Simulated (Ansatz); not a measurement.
C2H8GeSi (`C=C[SiH2][GeH3]`): the same geometry under several functionals.

```yaml
crystal:
  periodic: [false, false, false]
  atoms:
    - {symbol: C, position_ang: [-1.987289, 1.172561, 0.557289]}
    - {symbol: C, position_ang: [-0.749128, 0.806018, 0.877483]}
    - {symbol: Si, position_ang: [-0.019606, -0.841598, 0.415680]}
    - {symbol: Ge, position_ang: [1.769276, -0.561654, -1.132449]}
    - {symbol: H, position_ang: [-2.386935, 2.148283, 0.819411]}
    - {symbol: H, position_ang: [-2.658346, 0.509640, 0.018241]}
    - {symbol: H, position_ang: [-0.125015, 1.516861, 1.417395]}
    - {symbol: H, position_ang: [-1.083511, -1.684616, -0.195421]}
    - {symbol: H, position_ang: [0.513603, -1.535870, 1.621016]}
    - {symbol: H, position_ang: [2.851142, 0.363863, -0.546353]}
    - {symbol: H, position_ang: [2.430933, -1.908964, -1.472533]}
    - {symbol: H, position_ang: [1.262679, 0.070273, -2.440658]}
basis:
  gaussian: {orbitals: def2-TZVPP}
hamiltonian: {xc: pbe, dispersion: d4}
output: {forces: true, orbitals: {seedname: orbitals}}
```

```sh
$ ansatz run in.yaml --threads 4 --pin off --events-out ev --progress --plain
```

Shortened log:

```
Functional definition: PBE
1478 factors; their error is unknown
mean field evaluation 1: about -66574.7356 eV, gradient 6.5e1 eV
mean field evaluation 2: about -66548.9329 eV, gradient 1.1e2 eV
mean field evaluation 4: about -66584.5008 eV, gradient 7.8e0 eV
mean field evaluation 8: about -66584.7093 eV, gradient 2.3e-1 eV
mean field evaluation 16: about -66584.6708 eV, gradient 7.4e-4 eV
mean field -66584.67080567 eV, -2446.9415193974 hartree, gradient 1.9e-5 eV, S^2 0.000000; 0 other end points of the search recorded, 0 dependent functions left out
reference -66584.67085552 eV, -2446.9415212294 hartree; 33, 33 occupied and 231, 231 virtual orbitals, 1478 factors
Total energy: -66584.92426903 eV, -2446.9508340040 hartree
Atom 0 at    -1.987289     1.172561     0.557289 Å, force    -0.336326     0.108708    -0.086165 eV/Å
Atom 1 at    -0.749128     0.806018     0.877483 Å, force     0.346673    -0.172766     0.066352 eV/Å
Atom 2 at    -0.019606    -0.841598     0.415680 Å, force     0.056820     0.009787    -0.027975 eV/Å
Atom 3 at     1.769276    -0.561654    -1.132449 Å, force    -0.049736    -0.013313     0.046052 eV/Å
Atom 4 at    -2.386935     2.148283     0.819411 Å, force    -0.094790     0.204870     0.051272 eV/Å
Atom 5 at    -2.658346     0.509640     0.018241 Å, force    -0.150579    -0.129597    -0.112969 eV/Å
Atom 6 at    -0.125015     1.516861     1.417395 Å, force     0.147098     0.137822     0.114342 eV/Å
Atom 7 at    -1.083511    -1.684616    -0.195421 Å, force    -0.109411    -0.089672    -0.060797 eV/Å
Atom 8 at     0.513603    -1.535870     1.621016 Å, force     0.060291    -0.077536     0.121575 eV/Å
Atom 9 at     2.851142     0.363863    -0.546353 Å, force     0.104736     0.086949     0.050098 eV/Å
Atom 10 at     2.430933    -1.908964    -1.472533 Å, force     0.068422    -0.125540    -0.036549 eV/Å
Atom 11 at     1.262679     0.070273    -2.440658 Å, force    -0.043198     0.060288    -0.125237 eV/Å
Dipole moment:    -0.119435     0.121728     0.062607 e Å
```

Hardware: 4 threads of a server CPU on a shared host. Wall time 2.3 s, peak host memory 0.38 GiB.

The same input with `hamiltonian: {xc: {name: B2PLYP}}` and no forces (abridged; 5.5 s):

```
Functional definition: B2PLYP
mean field evaluation 16: about -66578.7032 eV, gradient 1.2e-4 eV
mean field -66578.70320039 eV, -2446.7222139483 hartree, gradient 2.3e-6 eV, S^2 0.000000
16 core orbitals not correlated: weight in the atoms' cores, before any rotation towards them, 1.000 or more for the frozen orbitals, at most 0.000 for the correlated occupied ones
second order -23.86778727 eV of doubles, -0.00000000 eV of singles
Total energy: -66585.14770305 eV, -2446.9590450528 hartree
```

The same input with `hamiltonian: {xc: {name: wB97M-V}}` (abridged; 10 s):

```
Functional definition: wB97M-V
mean field evaluation 16: about -66595.3077 eV, gradient 1.4e-4 eV
mean field -66595.30770252 eV, -2447.3324181467 hartree, gradient 5.8e-5 eV, S^2 0.000000
Total energy: -66595.30776052 eV, -2447.3324202784 hartree
Atom 0 force    -0.027584     0.019613    -0.000740 eV/Å
Atom 1 force    -0.001879     0.067008     0.023303 eV/Å
Atom 2 force     0.024598    -0.178030    -0.003624 eV/Å
Atom 3 force     0.010617    -0.001681    -0.010545 eV/Å
Atom 4 force     0.041862    -0.083046    -0.018654 eV/Å
Atom 5 force     0.060526     0.040855     0.041857 eV/Å
Atom 6 force    -0.064870    -0.032986    -0.038528 eV/Å
Atom 7 force     0.109226     0.097041     0.066702 eV/Å
Atom 8 force    -0.065450     0.079049    -0.134510 eV/Å
Atom 9 force    -0.076000    -0.064532    -0.042218 eV/Å
Atom 10 force    -0.048595     0.100973     0.024983 eV/Å
Atom 11 force     0.037549    -0.044264     0.091975 eV/Å
Dipole moment:    -0.136615     0.122356     0.069298 e Å
```
